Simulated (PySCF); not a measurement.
## Electron correlation in Xe³⁺ (xenon, charge +3)

[Kr] 4d10 5s2 5p3, high-spin 4S determinant. Computed with PySCF 2.14 in aug-cc-pVQZ-PP with one added diffuse shell each of s, p, d, f, g type with ECP28MDF (8s8p6d4f3g, 117 functions), with scalar relativity through the core potential. Frozen: 4s2 4p6 4d10; 5 electrons correlated.

MP2 pair energies summed by pair of shells (mhartree):

| pair | energy | share (%) |
| --- | --- | --- |
| 5s-5p | -51.22 | 67.7 |
| 5p-5p | -16.11 | 21.3 |
| 5s-5s | -8.33 | 11.0 |

Total MP2 correlation energy: -75.66 mhartree.

Same-spin part -19.07 and opposite-spin part -56.59 mhartree; SCS-MP2 scales them by 1/3 and 6/5 to -74.27 mhartree.
